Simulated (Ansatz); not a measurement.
`[SiH3][SiH2]C[SeH]` + `BNCC` → `[SiH3]C[SeH]` + `BN([SiH3])CC`  (redistribution)

Isolated molecules relaxed with PBE0-D4/def2-TZVP in Ansatz; ΔE leaves out vibrations. CCSD(T)/CBS adds triple-zeta CCSD(T) − MP2 to the extrapolated MP2 energy (def2 sets, frozen cores). DFT in def2-TZVPP. B3LYP here is the variant with VWN-RPA as its local correlation; programs differ in this. HSE06 is defined as in plane-wave codes. For Se outer-core shells are correlated without core-valence functions, which leaves a few kJ/mol of doubt a bond. Scalar relativity is left out up to krypton. One conformer a species, not always the lowest.

| level | ΔE (kJ/mol) | difference from CCSD(T)/CBS |
| --- | --- | --- |
| LDA (SPW92) | -11.2 | 19.9 |
| PBE-D4 | -8.5 | 22.6 |
| revPBE-D4 | -13.4 | 17.7 |
| BLYP-D4 | -25.1 | 6.0 |
| r2SCAN-D4 | -21.9 | 9.2 |
| B97M-V | -22.2 | 8.9 |
| PBE0-D4 | -14.1 | 17.0 |
| B3LYP-D4 | -27.6 | 3.5 |
| r2SCANh-D4 | -22.8 | 8.3 |
| r2SCAN0-D4 | -24.3 | 6.8 |
| HSE06-D4 | -13.9 | 17.2 |
| BHLYP-D4 | -33.7 | -2.6 |
| CAM-B3LYP-D4 | -32.0 | -0.9 |
| ωB97X-V | -27.6 | 3.5 |
| B2PLYP | -31.9 | -0.8 |
| PBE | -7.1 | 24.0 |
| revPBE | -5.1 | 26.0 |
| BLYP | -21.2 | 9.9 |
| r2SCAN | -21.5 | 9.6 |
| PBE0 | -13.1 | 18.0 |
| B3LYP | -25.5 | 5.6 |
| r2SCANh | -22.5 | 8.6 |
| r2SCAN0 | -24.0 | 7.1 |
| HSE06 | -13.1 | 18.0 |
| BHLYP | -34.0 | -2.9 |
| CAM-B3LYP | -31.3 | -0.2 |
| RPA@PBE/def2-TZVPP | -35.4 | -4.3 |
| HF/def2-SVP | -35.0 | -3.9 |
| MP2/def2-SVP | -31.5 | -0.4 |
| CCSD/def2-SVP | -26.2 | 4.9 |
| CCSD(T)/def2-SVP | -25.7 | 5.4 |
| HF/def2-TZVPP | -43.5 | -12.4 |
| MP2/def2-TZVPP | -39.7 | -8.6 |
| SCS-MP2/def2-TZVPP | -41.8 | -10.7 |
| CCSD/def2-TZVPP | -33.4 | -2.3 |
| CCSD(T)/def2-TZVPP | -32.2 | -1.1 |
| MP2/def2-QZVPP | -39.7 | -8.6 |
| SCS-MP2/def2-QZVPP | -41.6 | -10.5 |
| MP2/CBS(def2) | -38.6 | -7.5 |
| CCSD/CBS(def2) | -32.3 | -1.2 |
| CCSD(T)/CBS | -31.1 | 0 |

Largest T1 diagnostic among the species: 0.012.

Leaving LDA and LC-ωPBE aside and taking each functional with its dispersion term where it has one, the values spread over 25.2 kJ/mol, from BHLYP-D4 to PBE-D4. LDA lies −4.1 kJ/mol from PBE without D4. From BLYP to BHLYP (50 % exact exchange), in def2-TZVPP and without D4, ΔE moves by −12.8 kJ/mol.

CCSD(T)/CBS has its own doubt, a few kJ/mol and more with outer-core shells, so smaller differences from it don't rank the levels.
